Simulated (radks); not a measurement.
The erbium anion Er- inside a hard spherical wall (all orbitals vanish at R), configuration held at [Xe] 4f13 6s2 and not refilled when levels cross. Calculated with a radial shooting solver on a logarithmic mesh with Libxc functionals: scalar-relativistic Kohn-Sham, LDA (Slater exchange, Perdew-Wang correlation), spin-unpolarised, spherical densities, point nucleus. Eigenvalues in eV, with the zero of energy where the potential of the charges vanishes at infinity; a dash marks a level that is unbound or too diffuse for the functional's potential to be trusted. A positive occupied level is held by the wall or, in an anion where self-interaction has pushed it up, behind a barrier. The pressure on the wall is -dE/dV.

R (bohr) = 10: E (hartree) -13078.0303; kinetic (hartree) 14177.220; e(5s) -43.331; e(5p) -18.266; e(6s) 1.295; e(6p, empty) -; e(5d, empty) -; e(4f) 6.030; pressure (GPa) 0.317
R (bohr) = 8: E (hartree) -13077.9836; kinetic (hartree) 14177.342; e(5s) -41.554; e(5p) -16.561; e(6s) 2.539; e(6p, empty) -; e(5d, empty) -; e(4f) 7.859; pressure (GPa) 1.42
R (bohr) = 6: E (hartree) -13077.8208; kinetic (hartree) 14177.806; e(5s) -38.354; e(5p) -13.524; e(6s) 5.804; e(6p, empty) 10.160; e(5d, empty) 9.551; e(4f) 11.188; pressure (GPa) 10.1
R (bohr) = 4: E (hartree) -13076.8820; kinetic (hartree) 14180.793; e(5s) -30.740; e(5p) -6.443; e(6s) 19.729; e(6p, empty) 29.769; e(5d, empty) 19.203; e(4f) 19.627; pressure (GPa) 175
R (bohr) = 3: E (hartree) -13074.1411; kinetic (hartree) 14190.304; e(5s) -19.194; e(5p) 5.193; e(6s) 51.101; e(6p, empty) 69.279; e(5d, empty) 35.802; e(4f) 33.512; pressure (GPa) 1450
R (bohr) = 2: E (hartree) -13056.1270; kinetic (hartree) 14248.037; e(5s) 25.680; e(5p) 56.755; e(6s) 197.53; e(6p, empty) 234.37; e(5d, empty) 104.77; e(4f) 83.545; pressure (GPa) 26600
